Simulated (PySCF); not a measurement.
**Diatomics of Ta with the halogens**

PBE with triple-zeta basis sets in PySCF, for the lowest determinant that a PBE0 search found; no spin–orbit coupling. De refers to high-spin ground-configuration atoms. A positive dipole means M(−)Ta(+).

| M | basis | state (unpaired electrons) | Re (Å) | ωe (cm⁻¹) | De (eV) | μ (D) |
| --- | --- | --- | --- | --- | --- | --- |
| Cl | def2-TZVPP | quintet (σ ↑, π ↑, δ ↑↑) | 2.291 | 371 | n/a | 2.48 |
| Br | def2-TZVPP | quintet (σ ↑, π ↑, δ ↑↑) | 2.446 | 248 | n/a | 2.55 |
| I | def2-TZVPP | quintet (σ ↑, π ↑, δ ↑↑) | 2.650 | 190 | n/a | 2.46 |

The shortest bond is that of TaCl (2.291 Å), the longest that of TaI (2.650 Å).

Down a group the atoms grow and get heavier, so bonds lengthen and wavenumbers fall; this series shows no clear exception.

De is left out where the level can put another filling of the metal’s s and d shells below the measured ground configuration, by anything from nothing to about 1 eV. Spin–orbit coupling is left out, which matters for elements this heavy, above all for dissociation energies. The state is the lowest single determinant that the PBE0 search found; with open d or f shells the true ground state can be another one.
